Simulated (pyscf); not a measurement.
Optimised with ωB97X-D3(BJ)/def2-SVP in PySCF. Correlated levels are frozen-core, on RHF or UHF. ΔMP2 is the change of the MP2 total energy from the triple- to the quadruple-zeta basis.

Q: How much does it cost (ΔH, 298 K, CCSD(T)/def2-TZVPP + ΔMP2(QZVPP)) to split H₂B–BH–Cl (SMILES BBCl) at its B–B bond into BH₂• + [HB–Cl]•?

A: B–B to BH₂• + [HB–Cl]•: 100.9 kcal/mol. The radicals are drawn with the spin at the cut bond; how far it spreads was not checked. The CCSD(T) − MP2 part came from Ansatz, without density fitting, on the same reference.
